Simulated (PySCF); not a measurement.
**Bond length, frequency and bond energy of BeP by level of theory**

State: ⁴Σ⁻ (quartet), unpaired electrons σ ↑, π ↑↑. Set-up: Be pcseg-1, P pcseg-1; no relativity (PySCF 2.14). De refers to Be + P in their high-spin ground configurations, without counterpoise correction. The functionals are run spin-unrestricted. A positive dipole means Be(−)P(+).

| Level | Re (Å) | ωe (cm⁻¹) | De (eV) | μ (D) |
| --- | --- | --- | --- | --- |
| UHF | 2.083 | 626 | 0.79 | -1.21 |
| UHF-MP2 | 2.087 | 607 | 0.80 | n/a |
| UHF-SCS-MP2 | 2.097 | 593 | 0.69 | n/a |
| UHF-CCSD | 2.109 | 560 | 0.437 | n/a |
| UHF-CCSD(T) | 2.113 | 555 | 0.496 | n/a |
| PBE | 2.093 | 590 | 1.55 | -0.46 |
| BLYP | 2.101 | 575 | 1.40 | -0.45 |
| r²SCAN | 2.086 | 603 | 1.58 | -0.68 |
| M06-L | 2.085 | 602 | 1.53 | -0.27 |
| PBE0 | 2.079 | 611 | 1.46 | -0.66 |
| M06-2X | 2.074 | 608 | 1.34 | -0.71 |
| LC-ωPBE | 2.057 | 644 | 1.39 | -0.86 |

**Question.** Which functional lies closest to UHF-CCSD(T) in De, which farthest, and by how much do they differ from it?

**Answer.** Closest is M06-2X (-3.9 pm in Re, +9.5 % in ωe, +0.84 eV in De against UHF-CCSD(T) in the same basis), farthest r²SCAN (-2.7 pm in Re, +8.6 % in ωe, +1.08 eV in De). CCSD(T) converges more slowly with the basis than the functionals do and binds too weakly in this one, so the order can change at the basis-set limit.

**Question.** What does a quarter of exact exchange do here, going from PBE to PBE0?

**Answer.** PBE0 less PBE: -1.4 pm in Re, +3.6 % in ωe, -0.09 eV in De. Exact exchange removes part of the self-interaction that spreads semilocal densities, and in most molecules shortens and stiffens the bond and lowers De; so it does here.

**Question.** What does the step from GGA to meta-GGA do here, going from PBE to r²SCAN?

**Answer.** r²SCAN less PBE: -0.7 pm in Re, +2.2 % in ωe, +0.03 eV in De. 

Correlated steps freeze 5 core orbitals. Correlated levels converge slowly with the basis: in double zeta they bind strong bonds too weakly, by up to about 1 eV, and carry superposition errors of some tenths. Counting both spins, an empty level lies below a filled one in some of these solutions, because spin and occupation are held. The state is the lowest determinant that a PBE0 search found; another state may lie lower at other levels.
